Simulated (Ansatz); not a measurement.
```yaml
crystal:
  periodic: [false, false, false]
  atoms:
    - {symbol: Cu, position_ang: [0.233629, 1.576697, -0.493239]}
    - {symbol: Cu, position_ang: [-1.503936, -0.364378, -0.629735]}
    - {symbol: Cu, position_ang: [-0.313676, 0.167452, 1.631288]}
    - {symbol: Cu, position_ang: [1.882751, -0.090346, 0.420102]}
    - {symbol: Cu, position_ang: [0.275969, -1.884835, 0.302680]}
    - {symbol: Cu, position_ang: [0.778904, -0.585531, -1.665902]}
    - {symbol: Se, position_ang: [-1.831090, -1.626676, 1.344446]}
    - {symbol: Se, position_ang: [1.315208, 1.883300, 1.590284]}
    - {symbol: Se, position_ang: [-0.837758, 0.924328, -2.499915]}
basis:
  gaussian: {orbitals: def2-TZVPD}
hamiltonian: {xc: pbe0, dispersion: d4}
scf: {omitted_lower_state_checks: [starts]}
output: {orbitals: {seedname: orbitals}}
```

```sh
$ ansatz run in.yaml --threads 4 --pin off --events-out ev --progress --plain --max-ram 6963MiB
```

Problem. Does this run fit into the memory that it is given?

Solution. No. It has 459 basis functions, and Ansatz plans for 9 GiB where 7 GiB are given.
